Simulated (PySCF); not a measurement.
Compound: C3H11Si3 (doublet state).
Z-matrix (Å and degrees, GFN2-xTB geometry), rows numbered from 1:
```
Si
C   1  1.9165
C   2  1.2885  1  126.18
Si  3  1.8329  2  151.31  1     0.80
C   4  1.9048  3  107.12  2   101.02
Si  5  1.8941  4  115.73  3    51.91
H   1  1.4592  2  109.59  3    -0.55
H   1  1.4652  2  107.37  3  -121.44
H   1  1.4649  2  107.37  3   120.45
H   2  1.0867  1  112.08  3   179.60
H   4  1.4702  3  107.59  2  -139.95
H   4  1.4795  3  115.25  2   -19.44
H   5  1.0906  4  108.01  3   174.29
H   5  1.0910  4  108.93  3   -71.03
H   6  1.4646  5  110.06  4   -65.55
H   6  1.4690  5  109.74  4   174.90
H   6  1.4644  5  110.14  4    55.61
```

The hyperfine couplings belong to this conformer and change with its torsions.

The species is `[SiH3]/C=[C]\[SiH2]C[SiH3]` [radical].

Theory: UKS B3LYP, pcH-1 on C H Si, non-relativistic, mean-field spin-orbit, GIAO in PySCF 2.14.0. The structure is a single GFN2-xTB conformer in the gas phase; no vibrational or solvent corrections. Couplings are sensitive to structure, and on GFN2-xTB geometries they can be far from those on DFT ones. The SCF solution wasn't tested for stability.

Q: The isotropic 29Si couplings are -143.5, -10.9, -0.8 MHz. Assign them to Si1; Si4; Si6.

A: 
```tsv
site	a_iso (MHz)	ρ(0) (bohr⁻³)	position	distance from C3 (Å)	spin population	largest |T| (MHz)
Si1	-143.5	+0.1616	2 bonds from C3	2.87	+0.10	27.6
Si4	-10.9	+0.0122	1 bond from C3	1.83	0.00	8.6
Si6	-0.8	+0.0009	3 bonds from C3	3.60	0.00	0.5
```

Q: Match the computed a_iso(13C) values +145.7, -46.2 MHz with the sites C2; C3.

A: 
```csv
site,a_iso (MHz),ρ(0) (bohr⁻³),position,distance from C3 (Å),spin population,largest |T| (MHz)
C2,-46.2,-0.0411,1 bond from C3,1.29,-0.15,15.2
C3,+145.7,+0.1297,largest spin population,0.00,+0.90,131.0
```

ρ(0) is the spin density at the nucleus and T the dipolar tensor; a_iso includes a spin–orbit part; entries for several nuclei are means. The largest Mulliken spin populations are on C3 (+0.90), C2 (-0.15), Si1 (+0.10) and H10 (+0.08). No atom but C3 exceeds +0.15.

The spin density at the nucleus, in bohr⁻³, is negative for C2 (-0.0411), for instance. A restricted open-shell determinant has no negative spin density anywhere; here it arises because α and β orbitals differ (spin polarisation).

Means are taken over nuclei equivalent by connectivity, which assumes that they swap fast. The three 1H nuclei of mean +2.2 MHz run from -3.3 to 6.0 MHz in the frozen geometry. The 1H value of +55.3 MHz is a mean of couplings from 20.3 to 90.3 MHz in this one geometry, not an average over conformers.

Time: 3.6 min wall (with the writing of density and orbital grids); peak memory 0.97 GiB. Hardware: an Intel Xeon at 2.50 GHz with one thread, no GPU, shared host.
